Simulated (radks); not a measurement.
All-electron atom: V II in [Ar] 3d4 (the NIST ground configuration).

Method: scalar-relativistic Kohn-Sham, PBE, spin-unpolarised, spherical densities, finite nucleus; Fermi nuclear charge, rms radius 3.6002 fm; hard spherical wall at 2.5 bohr; computed with a radial shooting solver on a logarithmic mesh with Libxc functionals.

Energy parts (hartree):
total: -947.62542
kinetic: 962.17788
electron-nucleus: -2271.17052
Hartree: 407.33475
exchange-correlation: -45.96754

Orbitals (lengths in bohr, moments of r in powers of bohr; <r^-3> diverges for s and p1/2; r(90%) holds 90 % of the orbital's charge):
| orbital | occ. | eigenvalue (hartree) | r(90%) | <r^-3> | <r^4> | <r> |
|---|---|---|---|---|---|---|
| 1s | 2 | -196.5751 | 0.119 | - | 0.00009067 | 0.06644 |
| 2s | 2 | -21.52636 | 0.479 | - | 0.02224 | 0.3083 |
| 2p | 6 | -17.87305 | 0.451 | 310.7 | 0.01767 | 0.2742 |
| 3s | 2 | -2.16956 | 1.44 | - | 1.720 | 0.9625 |
| 3p | 6 | -1.21533 | 1.55 | 34.67 | 2.183 | 1.016 |
| 3d | 4 | 0.28766 | 1.72 | 3.106 | 3.109 | 1.104 |
| 4s | 0 | 1.39506 | 2.08 | - | 8.690 | 1.516 |
| 4p | 0 | 1.89878 | 2.09 | 28.03 | 8.626 | 1.483 |
| 4d | 0 | 2.68771 | 2.09 | 4.088 | 7.797 | 1.370 |

The highest occupied level is 3d at 7.828 eV. The density falls to 0.001 e/bohr^3 at r = 2.38 bohr. The electron density at the nucleus is 9936 e/bohr^3 (large components only). Summed over all electrons, <r^2> = 15.69 bohr^2, which gives a Langevin (diamagnetic) susceptibility term of -12.4 x 10^-6 cm^3/mol. The pressure on the wall is 872 GPa.
